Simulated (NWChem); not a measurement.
System: C$_{2}$H$_{3}$ClO$_{2}$Si; SMILES Cl[Si@@]1(OC=C1)O

```xyz
9

O     -1.8667     0.4182    -0.0009
Si    -0.2807    -0.0047    -0.0605
Cl     0.7390     1.7717     0.0107
C      0.3803    -1.3898    -1.0698
C      0.6489    -1.9412     0.1302
O      0.2253    -1.1071     1.1698
H     -2.4990    -0.3164     0.0040
H      0.5957    -1.7602    -2.0600
H      1.1211    -2.8728     0.4344
```
Atoms are numbered in this order, from 1.

Coordinates come from a B3LYP/6-31G* (spherical d) optimisation.

Problem. Give the principal values of the shielding tensors (ppm) of O1, Si2, Cl3, C4, C5 from PBE/pcSseg-1, GIAO (NWChem), with their diamagnetic and paramagnetic parts as GIAO splits them.

Solution. 
```
atom     σ11    σ22     σ33  isotropic  diamagnetic  paramagnetic
----  ------  -----  ------  ---------  -----------  ------------
O1     218.2  234.3   278.0      243.5        388.8        -145.3
Si2    315.0  353.3   361.4      343.2        881.1        -537.8
Cl3    751.2  822.6  1048.7      874.1       1148.4        -274.2
C4     -10.0  107.0   134.3       77.1        253.5        -176.4
C5    -111.4   31.2   101.9        7.2        254.8        -247.6
```
